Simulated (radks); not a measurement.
Results of a calculation; reference values are marked as such.
Q: The tungsten ion W9+ is in [Kr] 4d10 4f13 5s2 5p4. Level of theory: scalar-relativistic Kohn-Sham, LDA (Slater exchange, Perdew-Wang correlation), spin-polarised, spherical densities, finite nucleus; Fermi nuclear charge, rms radius of each element as measured or else 0.836 A^(1/3) + 0.57 fm (a radial shooting solver on a logarithmic mesh with Libxc functionals). Open shells are filled with parallel spins first. One electron is removed from 4d, 5s, 4f, 5p in turn, with full relaxation. Which removal costs least, and what does each cost?

A: 5p 183.56 eV; 4f 196.26 eV; 5s 225.34 eV; 4d 403.64 eV. The 5p electron leaves first.
